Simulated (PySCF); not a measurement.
Br$_{2}$In (SMILES [Br][In+][Br]), charge +1, singlet, at a GFN2-xTB geometry (such geometries of metal compounds can be far from the true shape) (core potentials on In). Base run: PBE/def2-SVP (PySCF).

The PySCF input:
```python
from pyscf import gto, scf, dft

mol = gto.M(
    atom='''
In    0.00000000    0.00000000    0.00000000
Br   -0.00000000   -0.00000000   -2.51169977
Br    0.00000000    0.00000000    2.51169977
''',
    basis='def2-svp',
    ecp={'In': 'def2-svp'},
    charge=1,
    verbose=4,
)

mf = dft.RKS(mol)
mf.xc = 'pbe'
mf.kernel()
```

Variants of this job, named by their change:

```
change                                                                                                                           basis functions        E (Eh)  HOMO (eV)  HOMO-LUMO gap (eV)
-------------------------------------------------------------------------------------------------------------------------------  ---------------  ------------  ---------  ------------------
base                                                                                                                                          90   -5336.84672     -12.71                2.09
basis = x2c-TZVPall; relativity = spin-free X2C; nucleus = Gaussian (with nucmod='G'; without ecp={'In': 'def2-svp'})                        156  -11092.12874     -12.67                2.16
basis = Sapporo-DKH3-DZP-2012; relativity = none (without ecp={'In': 'def2-svp'})                                                            138  -10702.38284     -12.67                3.02
basis = x2c-SVPall; relativity = none (without ecp={'In': 'def2-svp'})                                                                       100  -10742.17969     -12.74                3.15
basis = Sapporo-DKH3-DZP-2012; relativity = spin-free X2C; nucleus = Gaussian (with nucmod='G'; without ecp={'In': 'def2-svp'})              138  -11091.70107     -12.70                2.06
basis = Sapporo-DKH3-DZP-2012; relativity = spin-free X2C (without ecp={'In': 'def2-svp'})                                                   138  -11091.87099     -12.70                2.06
basis = x2c-SVPall; relativity = spin-free X2C (without ecp={'In': 'def2-svp'})                                                              100  -11090.72063     -12.67                2.07
basis = x2c-TZVPall; relativity = spin-free X2C (without ecp={'In': 'def2-svp'})                                                             156  -11092.28814     -12.67                2.16
basis = x2c-SVPall; relativity = spin-free X2C; nucleus = Gaussian (with nucmod='G'; without ecp={'In': 'def2-svp'})                         100  -11090.57820     -12.67                2.07
basis = x2c-TZVPall; relativity = none (without ecp={'In': 'def2-svp'})                                                                      156  -10751.93261     -12.67                2.61
```

Absolute energies of different levels of theory aren't comparable as measures of quality.

Basis sets contracted for a relativistic Hamiltonian are a mismatch without it, so the rows without relativity aren't non-relativistic limits. No row has spin-orbit coupling; sets with core potentials leave out the core electrons.
